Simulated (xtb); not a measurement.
Input for xtb: GFN2-xTB on GeO+, 2S+1 = 2, a spin state set in the input, which need not be the lowest, a point of a bond scan (R = 1.878 Å). Charge +1.

```
$ xtb mol.xyz --gfn 2 --sp --chrg 1 --uhf 1
2

O      0.00000000     0.00000000     0.00000000
Ge     0.00000000     0.00000000     1.87820700
```

The log:

```
[...]
           -------------------------------------------------
          |                Calculation Setup                |
           -------------------------------------------------



           -------------------------------------------------
          |                 G F N 2 - x T B                 |
           -------------------------------------------------

        Reference                      10.1021/acs.jctc.8b01176
      * Hamiltonian:
        H0-scaling (s, p, d)           1.850000    2.230000    2.230000
        zeta-weighting                 0.500000
      * Dispersion:
        s8                             2.700000
        a1                             0.520000
        a2                             5.000000
        s9                             5.000000
      * Repulsion:
        kExp                           1.500000    1.000000
        rExp                           1.000000
      * Coulomb:
        alpha                          2.000000
        third order                    shell-resolved
        anisotropic                    true
        a3                             3.000000
        a5                             4.000000
        cn-shift                       1.200000
        cn-exp                         4.000000
        max-rad                        5.000000


          ...................................................
          :                      SETUP                      :
          :.................................................:
          :  # basis functions                  14          :
          :  # atomic orbitals                  13          :
          :  # shells                            5          :
          :  # electrons                         9          :
          :  max. iterations                   250          :
          :  Hamiltonian                  GFN2-xTB          :
          :  restarted?                      false          :
          :  GBSA solvation                  false          :
          :  PC potential                    false          :
          :  electronic temp.          300.0000000     K    :
          :  accuracy                    1.0000000          :
          :  -> integral cutoff          0.2500000E+02      :
          :  -> integral neglect         0.1000000E-07      :
          :  -> SCF convergence          0.1000000E-05 Eh   :
          :  -> wf. convergence          0.1000000E-03 e    :
          :  Broyden damping             0.4000000          :
          :  net charge                          1          :
          :  unpaired electrons                  1          :
          ...................................................

 iter      E             dE          RMSdq      gap      omega  full diag
   1     -3.4775623 -0.347756E+01  0.593E+01    2.06       0.0  T
   2     -3.7919942 -0.314432E+00  0.308E+01    7.73       1.0  T
   3     -5.3927442 -0.160075E+01  0.251E+01    4.77       1.0  T
   4     -5.1324897  0.260255E+00  0.236E+01    7.10       1.0  T
   5     -5.2941358 -0.161646E+00  0.831E+00    3.35       1.0  T
   6     -5.3857194 -0.915836E-01  0.418E+00    4.17       1.0  T
   7     -5.3918300 -0.611064E-02  0.442E+00    4.84       1.0  T
   8     -5.3903399  0.149015E-02  0.443E+00    4.91       1.0  T
   9     -5.3921254 -0.178555E-02  0.297E+00    4.82       1.0  T
  10     -5.3940828 -0.195735E-02  0.820E-01    4.63       1.0  T
  11     -5.3942546 -0.171807E-03  0.765E-01    4.59       1.0  T
  12     -5.3943205 -0.659059E-04  0.301E-01    4.52       1.0  T
  13     -5.3943350 -0.144917E-04  0.141E-01    4.53       1.0  T
  14     -5.3943388 -0.386314E-05  0.932E-02    4.54       1.0  T
  15     -5.3943403 -0.150991E-05  0.689E-02    4.54       1.0  T
  16     -5.3943421 -0.173785E-05  0.206E-02    4.55       3.4  T
  17     -5.3943422 -0.133096E-06  0.678E-03    4.55      10.4  T
  18     -5.3943422 -0.149610E-07  0.246E-04    4.55     287.7  T
  19     -5.3943422 -0.426326E-13  0.190E-05    4.55    3724.0  T

   *** convergence criteria satisfied after 19 iterations ***

         #    Occupation            Energy/Eh            Energy/eV
      -------------------------------------------------------------
         1        2.0000           -1.1095400             -30.1921
         2        2.0000           -0.9578671             -26.0649
         3        1.9845           -0.8093835             -22.0244
         4        1.9845           -0.8093835             -22.0244
         5        1.0311           -0.8021732             -21.8282 (HOMO)
         6                         -0.6349460             -17.2778 (LUMO)
         7                         -0.6349460             -17.2778
         8                         -0.5292356             -14.4012
         9                         -0.4737504             -12.8914
        10                         -0.4737504             -12.8914
       ...                                ...                  ...
        13                         -0.0774608              -2.1078
      -------------------------------------------------------------
                  HL-Gap            0.1672272 Eh            4.5505 eV
             Fermi-level           -0.7620006 Eh          -20.7351 eV

 SCC (total)                   0 d,  0 h,  0 min,  0.004 sec
 SCC setup                      ...        0 min,  0.000 sec (  4.106%)
 Dispersion                     ...        0 min,  0.000 sec (  1.380%)
 classical contributions        ...        0 min,  0.000 sec (  0.888%)
 integral evaluation            ...        0 min,  0.000 sec ( 11.036%)
 iterations                     ...        0 min,  0.003 sec ( 64.650%)
 molecular gradient             ...        0 min,  0.001 sec ( 13.742%)
 printout                       ...        0 min,  0.000 sec (  3.688%)

         :::::::::::::::::::::::::::::::::::::::::::::::::::::
         ::                     SUMMARY                     ::
         :::::::::::::::::::::::::::::::::::::::::::::::::::::
         :: total energy              -5.393049623135 Eh    ::
         :: gradient norm              0.103974696002 Eh/a0 ::
         :: HOMO-LUMO gap              4.550484542684 eV    ::
         ::.................................................::
         :: SCC energy                -5.394342230410 Eh    ::
         :: -> isotropic ES            0.113975449637 Eh    ::
         :: -> anisotropic ES         -0.001472970388 Eh    ::
         :: -> anisotropic XC         -0.001426095753 Eh    ::
         :: -> dispersion             -0.000407862881 Eh    ::
         :: repulsion energy           0.001292607275 Eh    ::
         :: add. restraining           0.000000000000 Eh    ::
         :: total charge               1.000000000000 e     ::
         :::::::::::::::::::::::::::::::::::::::::::::::::::::

           -------------------------------------------------
          |                Property Printout                |
           -------------------------------------------------

    * Orbital Energies and Occupations

         #    Occupation            Energy/Eh            Energy/eV
      -------------------------------------------------------------
         1        2.0000           -1.1095400             -30.1921
         2        2.0000           -0.9578671             -26.0649
         3        1.9845           -0.8093835             -22.0244
         4        1.9845           -0.8093835             -22.0244
         5        1.0311           -0.8021732             -21.8282 (HOMO)
         6                         -0.6349460             -17.2778 (LUMO)
         7                         -0.6349460             -17.2778
         8                         -0.5292356             -14.4012
         9                         -0.4737504             -12.8914
Note: The following floating-point exceptions are signalling: IEEE_DENORMAL
normal termination of xtb
        10                         -0.4737504             -12.8914
        11                         -0.3932347             -10.7005
        12                         -0.3932347             -10.7005
        13                         -0.0774608              -2.1078
      -------------------------------------------------------------
                  HL-Gap            0.1672272 Eh            4.5505 eV
             Fermi-level           -0.7620006 Eh          -20.7351 eV

     #   Z          covCN         q      C6AA      α(0)
     1   8 O        0.764     0.085    14.041     5.022
     2  32 Ge       0.764     0.915   260.730    34.553

 Mol. C6AA /au·bohr⁶  :        384.563351
 Mol. C8AA /au·bohr⁸  :      29030.682268
 Mol. α(0) /au        :         39.575302


Wiberg/Mayer (AO) data.
largest (>0.10) Wiberg bond orders for each atom

 ---------------------------------------------------------------------------
     #   Z sym  total        # sym  WBO       # sym  WBO       # sym  WBO
 ---------------------------------------------------------------------------
     1   8 O    1.871 --     2 Ge   1.871
     2  32 Ge   1.871 --     1 O    1.871
 ---------------------------------------------------------------------------

Topologies differ in total number of bonds
Writing topology from bond orders to xtbtopo.mol

molecular dipole:
                 x           y           z       tot (Debye)
 q only:        0.000       0.000       3.246
   full:       -0.000      -0.000       4.469      11.359
molecular quadrupole (traceless):
                xx          xy          yy          xz          yz          zz
 q only:       -5.761       0.000      -5.761       0.000       0.000      11.521
  q+dip:      -10.604       0.000     -10.604       0.000      -0.000      21.207
   full:       -8.462       0.000      -8.462       0.000      -0.000      16.923


           -------------------------------------------------
          | TOTAL ENERGY               -5.393049623135 Eh   |
          | GRADIENT NORM               0.103974696002 Eh/α |
          | HOMO-LUMO GAP               4.550484542684 eV   |
           -------------------------------------------------

------------------------------------------------------------------------
------------------------------------------------------------------------
 total:
 SCF:
```

The run finished.

Cost: about 0.09 core-seconds (a rough figure).
